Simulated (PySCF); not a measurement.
SMILES O=Cc1ccc(-c2ccco2)cc1, GFN2-xTB optimised geometry.

```
21

O      2.50    -4.28     0.00
C      2.77    -3.10     0.00
C      1.79    -2.01     0.00
C      0.42    -2.29     0.00
C     -0.50    -1.28     0.00
C     -0.08     0.06     0.00
C     -1.04     1.14     0.00
C     -2.42     1.14     0.00
C     -2.82     2.49     0.00
C     -1.67     3.22     0.00
O     -0.60     2.42     0.00
C      1.29     0.34     0.00
C      2.21    -0.68     0.00
H      3.82    -2.76     0.00
H      0.12    -3.33     0.00
H     -1.56    -1.51     0.00
H     -3.07     0.29     0.00
H     -3.82     2.87     0.00
H     -1.49     4.28     0.00
H      1.61     1.37     0.00
H      3.27    -0.45     0.00
```

Density from PBE0/def2-SVP (PySCF) at that geometry.

Minimum of the electron density along straight lines between bonded atoms, close to the bond critical point (lines longer than 1.1 times the sum of covalent radii, or with two minima, are not listed):

```tsv
bond	length / Å	ρ at the minimum / e bohr⁻³	∇²ρ there / e bohr⁻⁵	position (fraction from the first atom)
O1–C2	1.206	[?]	[?]	0.67
C2–C3	1.463	0.279	-0.70	0.50
C3–C4	1.398	0.305	-0.77	0.50
C4–C5	1.376	0.317	-0.82	0.50
C5–C6	1.400	0.304	-0.77	0.49
C6–C7	1.446	0.282	-0.71	0.49
C7–C8	1.376	0.318	-0.80	0.52
C8–C9	1.410	0.295	-0.71	0.50
C9–C10	1.363	0.325	-0.83	0.48
C7–O11	1.355	0.283	[?]	0.33
C10–O11	1.338	0.292	0.12	0.33
C6–C12	1.400	0.304	-0.76	0.51
C3–C13	1.396	0.306	-0.77	0.50
C12–C13	1.377	0.316	-0.82	0.50
C2–H14	1.109	0.275	-1.02	0.63
C4–H15	1.080	0.286	-1.12	0.64
C5–H16	1.078	0.285	-1.09	0.63
C8–H17	1.070	0.286	-1.11	0.64
C9–H18	1.071	0.286	-1.12	0.64
C10–H19	1.072	0.291	-1.18	0.65
C12–H20	1.079	0.285	-1.10	0.64
C13–H21	1.081	0.284	-1.08	0.63
```

Task: What belongs in the gaps?

Result: 
- O1–C2, ρ at the minimum / e bohr⁻³: 0.411
- O1–C2, ∇²ρ there / e bohr⁻⁵: 0.47
- C7–O11, ∇²ρ there / e bohr⁻⁵: -0.01
